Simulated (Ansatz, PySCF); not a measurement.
Species: CCl$_{2}$, charge 0, multiplicity 1. 
Coordinates optimised at B3LYP-D3(BJ)/def2-TZVP (Ansatz, a quantum-chemistry and plane-wave program):
```xyz
3

Cl    -1.4025    -0.2001     0.0210
C     -0.0305     0.8441     0.0088
Cl     1.4133    -0.0978    -0.0241
```

Property: atomisation energy (electronic, to ground-state atoms), in kJ/mol. Cores are frozen in the correlated levels unless marked. Open shells are spin-unrestricted. Spin-orbit coupling is left out. No relativistic terms. The coupled-cluster limit lacks core correlation, which all-electron functionals hold. Basis-set limits of correlation are two-point, X^-3; Hartree-Fock from the larger set.

The Hartree-Fock reference is unstable (checked in the largest basis), which strains HF and MP2. 

```csv
level,program,atomisation energy (kJ/mol)
r2SCAN/def2-TZVPD,Ansatz,757.7
TPSSh-D3(BJ)/def2-TZVPD,PySCF + dftd3,746.5
MN15-D3(BJ)/def2-TZVPD,PySCF + dftd3,…
"CCSD(T)/CBS(cc-pV(T+d)Z,cc-pV(Q+d)Z)",Ansatz,…
```

### Question
Fill in the missing entries.

### Answer

- MN15-D3(BJ)/def2-TZVPD, atomisation energy (kJ/mol): 753.3
- CCSD(T)/CBS(cc-pV(T+d)Z,cc-pV(Q+d)Z), atomisation energy (kJ/mol): 734.5
